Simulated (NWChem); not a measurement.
C₆H₄Cl, doublet; SMILES Clc1[c]cccc1

```xyz
11

Cl    -0.0760    -2.2933     0.0000
C     -0.0394    -0.5374     0.0000
C     -1.1969     0.2033     0.0000
C     -1.2557     1.5784     0.0000
C     -0.0299     2.2648     0.0000
C      1.1715     1.5502     0.0000
C      1.1801     0.1526     0.0000
H     -2.2009     2.1143     0.0000
H     -0.0207     3.3516     0.0000
H      2.1174     2.0844     0.0000
H      2.1135    -0.4027     0.0000
```
Atoms are numbered in this order, from 1.

Results from NWChem. Spin-unrestricted. In the optimisation the excess spin sits in a' (Cs, its own frame). All runs use the structure optimised with B3LYP/6-31G* (spherical d), spin-unrestricted. No stability test was run on the SCF state. B3LYP is NWChem's, with the RPA form of VWN correlation. Level: B3LYP/def2-SVP with SMD (1 M gas to 1 M solution), gas-phase geometry. Reactions with the solvent are ignored.

Q: Order these by “solvation free energy (kcal/mol)”, lowest first: toluene; methanol; water; ethylene glycol; chlorobenzene.

A: chlorobenzene (-6.3), toluene (-5.5), methanol (-4.1), ethylene glycol (-1.3), water (-0.2)
